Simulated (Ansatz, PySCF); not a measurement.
Process, species as SMILES: NC1CCC1 + 5 [H][H] (H2) → 4 C (CH4) + N (NH3)
Each molecule is optimised on its own at B3LYP-D3(BJ)/def2-TZVP (Ansatz, an electronic-structure program), one conformer each, not searched for the lowest.

Wanted: energy of full hydrogenation (0 K, with B3LYP-D3(BJ) harmonic zero-point energies from PySCF), in kcal/mol. Correlated levels leave the core frozen unless marked. Spin-orbit coupling is left out. Non-relativistic. Basis-set limits of correlation are two-point, X^-3; Hartree-Fock from the larger set.

```csv
level,program,energy of full hydrogenation (kcal/mol)
HF/aug-cc-pVDZ,Ansatz,-108.2
RI-HF/aug-cc-pVQZ,Ansatz,-108.5
BLYP/def2-TZVPD,Ansatz,-96.4
r2SCAN/def2-TZVPD,Ansatz,-92.2
PBE0/def2-TZVP,Ansatz,-93.7
RPA@PBE/cc-pVTZ,Ansatz,-86.5
SCS-MP2/6-31G*,Ansatz,-82.6
```

Q: Predict the CCSD(T)/CBS(cc-pVTZ,cc-pVQZ) result (Ansatz).

A: -90.6 kcal/mol
